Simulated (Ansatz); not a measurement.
Two isomers of C2H7BO: A = `CCBO`, B = `CBOC`.

Calculated with Ansatz (gas phase, PBE0-D4/def2-TZVP geometries, no zero-point term in ΔE). CCSD(T)/CBS adds triple-zeta CCSD(T) − MP2 to the extrapolated MP2 energy (def2 sets, frozen cores). Functionals use def2-TZVPP. B3LYP here is the variant with VWN-RPA as its local correlation; programs differ in this. One conformer a species, not always the lowest.

(1) Which isomer does CCSD(T)/CBS put lower? Give the gap. (An estimate is asked.)

(2) Give E(B) − E(A) in kJ/mol with CCSD/def2-TZVPP, r2SCAN-D4, CCSD(T)/def2-TZVPP, B2PLYP, B3LYP-D4, BLYP-D4, HF/def2-TZVPP. (Best estimate.)

(3) Does the order hold for the free energy at 298.15 K (harmonic terms from PBE0-D4)? (An estimate is asked.)

Largest T1 diagnostic: 0.012.

## Answers

(1) Computed: A, by 37.0 kJ/mol.

(2) Computed: CCSD/def2-TZVPP 35.5, r2SCAN-D4 32.5, CCSD(T)/def2-TZVPP 35.6, B2PLYP 31.6, B3LYP-D4 29.2, BLYP-D4 27.2, HF/def2-TZVPP 27.7. None reverses the order clearly.

(3) Computed: Yes: G(B) − G(A) = +34.4 kJ/mol, for one conformer each. Modes under 60 cm⁻¹, often nearly free rotors, make the harmonic entropy too high.

In def2-TZVPP, CCSD(T) changes the Hartree–Fock value by +7.9 kJ/mol (the triples alone add +0.1 kJ/mol) and MP2 by +12.0 kJ/mol. At CCSD(T), def2-SVP lies −3.5 kJ/mol from the extrapolated value and def2-TZVPP −1.4 kJ/mol.
